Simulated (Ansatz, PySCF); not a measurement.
Dimer: ammonia borane (SMILES [BH3-][NH3+]) (first 8 atoms) with C2H4 (SMILES C=C); geometry from B3LYP-D3(BJ)/def2-TZVP.
(charge 0, multiplicity 1):
```
atom    x (Å)    y (Å)    z (Å)
----  -------  -------  -------
B     -0.9288   0.2896   0.2984
N      0.6322  -0.1670   0.5701
H     -1.0445   1.3660   0.8388
H     -1.6066  -0.5736   0.8076
H     -1.0487   0.3436  -0.9028
H      1.2837   0.5043   0.1745
H      0.8265  -1.0724   0.1528
H      0.8125  -0.2327   1.5723
C      0.2860   0.6058   3.8810
C     -0.1084  -0.6617   3.8664
H      1.1166   0.9371   4.4932
H     -0.2217   1.3572   3.2874
H     -0.9485  -0.9801   3.2602
H      0.3844  -1.4184   4.4658
```

Basis-set superposition error: the interaction energy with monomers in their own basis, and in the dimer's basis (counterpoise).

The values were computed with Ansatz (a quantum-chemistry and plane-wave program) with Gaussian orbitals; PySCF for 6-31G* rows. Each number belongs to the level named beside it.

```csv
level,uncorrected (kJ/mol),counterpoise (kJ/mol),difference
HF/aug-cc-pVDZ,-5.9,-4.1,1.8
PBE/def2-TZVPPD,-14.7,-14.3,0.3
r2SCAN/def2-TZVPPD,-16.8,-16.6,0.3
B97M-V/def2-TZVPPD,-19.3,-18.9,0.4
B3LYP/6-31G*,-17.1,-11.7,5.4
PBE0/def2-TZVPPD,-14.6,-14.3,0.3
wB97X-V/def2-TZVPPD,-18.8,-18.6,0.3
wB97M-V/def2-TZVPPD,-19.2,-18.9,0.3
B2PLYP/def2-TZVPPD,-13.8,-12.9,0.9
CCSD/aug-cc-pVDZ,-19.7,-13.5,6.1
```

The error is largest for CCSD/aug-cc-pVDZ (6.1 kJ/mol) and smallest for r2SCAN/def2-TZVPPD (0.3 kJ/mol).
